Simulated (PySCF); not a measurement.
Pd²¹⁺ (palladium, charge +21) across methods

[Ar] 3d7, high-spin 4F determinant. All numbers are calculated (PySCF 2.14, scalar relativity by spin-free X2C-1e, in an even-tempered Gaussian basis (19 s from 2.1 bohr⁻², ratio 2.5; 13 p from 2.7 bohr⁻², ratio 2.5; 8 d from 2.7 bohr⁻², ratio 2.5; 4 f from 13 bohr⁻², ratio 2.7; 3 g from 20 bohr⁻², ratio 2.7)). The B2PLYP total includes its PT2 part (frozen core); its orbital energies are those of the SCF part.

| method | E (hartree) | mean ε 3p β (eV) | mean ε 3d α (eV) | mean ε 3d β (eV) | Σ⟨r²⟩ (bohr²) | ⟨S²⟩ |
| --- | --- | --- | --- | --- | --- | --- |
| B2PLYP | -4820.72 | -1169.2 | -997.42 | -987.96 | 2.255 | 3.750 |
| r2SCAN | -4820.87 | -1152.9 | -980.83 | -972.55 | 2.254 | 3.750 |
| PBE | -4820.40 | -1149.1 | -977.59 | -969.58 | 2.256 | 3.750 |
| PBE0 | -4820.50 | -1159.0 | -987.25 | -978.50 | 2.255 | 3.750 |
| LDA | -4815.20 | -1148.8 | -977.58 | -968.70 | 2.258 | 3.750 |
| UHF | -4819.49248 | -1186.5 | -1014.5 | -1003.4 | 2.253 | 3.751 |

Q: Estimate the same row for TPSSh.

A: E (hartree) = -4820.77; mean ε 3p β (eV) = -1154.0; mean ε 3d α (eV) = -981.43; mean ε 3d β (eV) = -973.87; Σ⟨r²⟩ (bohr²) = 2.256; ⟨S²⟩ = 3.750.

Spin-orbit coupling, absent here, splits the open shell strongly.
